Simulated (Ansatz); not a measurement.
Reaction (isomerisation): `BSCN` → `CB(N)S`

Calculated with Ansatz (gas phase, PBE0-D4/def2-TZVP geometries, no zero-point term in ΔE). CCSD(T)/CBS is the MP2 limit (def2-TZVPP, def2-QZVPP) plus CCSD(T) − MP2 in def2-TZVPP, frozen cores. DFT in def2-TZVPP. B3LYP here is the variant with VWN-RPA as its local correlation; programs differ in this. HSE06 is defined as in plane-wave codes. One conformer a species, not always the lowest.

Question: Is it downhill or uphill in electronic energy at CCSD(T)/CBS, and by how much? (An estimate is asked.)

Answer: Ansatz gave: Downhill: ΔE = -235.9 kJ/mol.

Question: What do these levels give: B3LYP-D4, HSE06-D4, BHLYP-D4, BLYP, LC-ωPBE, SCS-MP2/def2-QZVPP? (Estimate.)

Answer: The calculation gave: B3LYP-D4 -235.5, HSE06-D4 -236.6, BHLYP-D4 -239.8, BLYP -230.5, LC-ωPBE -242.1, SCS-MP2/def2-QZVPP -234.8 kJ/mol.

Question: What do rigid-rotor, harmonic-oscillator terms from PBE0-D4/def2-TZVP frequencies (298.15 K, 1 bar) make of the CCSD(T)/CBS value? (Estimate.)

Answer: The calculation gave: ΔZPE = +0.6 kJ/mol, ΔH = -234.6 kJ/mol, ΔS = 6 J/(mol·K), ΔG = -236.5 kJ/mol. Modes under 50 cm⁻¹ make the entropy rough.

Largest T1 diagnostic among the species: 0.013.

From PBE to PBE0 (25 % exact exchange), in def2-TZVPP and without D4, ΔE moves by −5.1 kJ/mol. At CCSD(T), def2-SVP lies −5.8 kJ/mol from the extrapolated value and def2-TZVPP −0.1 kJ/mol. Leaving LDA and LC-ωPBE aside and taking each functional with its dispersion term where it has one, the values, not all of them listed here, spread over 17.5 kJ/mol, from B97M-V to revPBE-D4. LDA lies −10.0 kJ/mol from PBE without D4.
